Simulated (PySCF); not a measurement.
How methods differ on the ionisation energy of Hf⁴⁷⁺

Hf⁴⁷⁺ [Ar] 3d7 (4F) → Hf⁴⁸⁺ [Ar] 3d6 (5D), as a difference of total energies. Computed with PySCF 2.14 in an uncontracted even-tempered set (18 s from 10 bohr⁻², ratio 2.5; 13 p from 13 bohr⁻², ratio 2.5; 7 d from 13 bohr⁻², ratio 2.5; 4 f from 53 bohr⁻², ratio 2.7; 3 g from 80 bohr⁻², ratio 2.7), with scalar relativity by spin-free X2C-1e. Correlated levels: outer shells: [Ne] frozen; virtual orbitals above 40 to 60 times the deepest correlated orbital energy dropped. The calculations carry no spin-orbit coupling.

| method | ionisation energy (eV) |
| --- | --- |
| UHF | 4134.2 |
| LDA | 4133.5 |
| PBE | 4134.6 |
| PBE0 | 4135.1 |
| r2SCAN | 4136.6 |
| MN15 | 4121.3 |
| M06-L | 4136.1 |
| MP2 (outer shells) | 4135.3 |
| SCS-MP2 (outer shells) | 4135.5 |

Spin-orbit coupling is strong in these open shells (close to jj coupling). The scalar numbers leave it out and a first-order estimate fails, so it can dominate the gap to the real levels.

Breit and QED terms and the two-electron picture change are absent.

For comparison: 4118 ± 4 eV (theoretical estimate listed by NIST; NIST Atomic Spectra Database, ionization energies).
